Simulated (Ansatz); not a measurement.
## Energy profile

The step: GaH₂Br ([GaH2][Br]) + PH₃ → GaPH₄ ([PH2][GaH2]) + HBr (still joined by a long Ga–Br bond); bonds formed: Br2–H5; bonds broken: H5–P6; bonds weakened to dative contacts: Ga1–Br2 (atoms numbered as in the saddle structure below).

```
8
angstrom
Ga -0.7378 -0.6852 -0.7035
Br 0.8659 1.2037 -1.6903
H -0.0786 -1.9923 -1.2229
H -2.1498 -0.0746 -0.9182
H 0.6370 0.7117 -0.1497
P 0.0612 -0.1736 1.5086
H 1.4750 -0.2112 1.4741
H -0.0729 1.2214 1.7017
```

Electronic energies by CCSD(T) at an estimated basis limit (MP2 extrapolated from triple and quadruple zeta, plus CCSD(T) − MP2 in triple zeta), on PBE0-D4/def2-TZVP structures; GaPH₅Br, closed shell; no counterpoise correction. Ansatz 0.2.0; basis: def2-TZVPP and def2-QZVPP; cores frozen in the correlated methods. Filled d shells of the heavier atoms are correlated. The def2 sets are not built for correlating such inner shells, so the correlated values are less sure here. Extrapolation: Hartree–Fock as exp(−7.88 √X), correlation as X^−2.97.

(1) Give the profile in eV, counted from the separated reactants. (An estimate is asked for; the value comes from the calculation.)

No T1 diagnostic of these runs exceeds 0.015.

## Answers

(1) Computed:
| point | eV |
| --- | --- |
| separated: GaH₂Br (linked as [GaH2][Br]; Ga1, Br2, H3, H4; singlet) + PH₃ (H5, P6, H7, H8; singlet) | 0.000 |
| start structure | -0.643 |
| saddle | 1.029 |
| end structure | 0.700 |
| separated: GaPH₄ (linked as [PH2][GaH2]; Ga1, H3, H4, P6, H7, H8; singlet) + HBr (Br2, H5; singlet) | 0.940 |

For scale, one of the runs: CCSD(T)/def2-TZVPP, 208 basis functions (an equivalent command: `ansatz run in.yaml --threads 4`). Hardware: 4 CPU threads, shared host. Wall time 110 s; peak host memory 2.7 GiB.
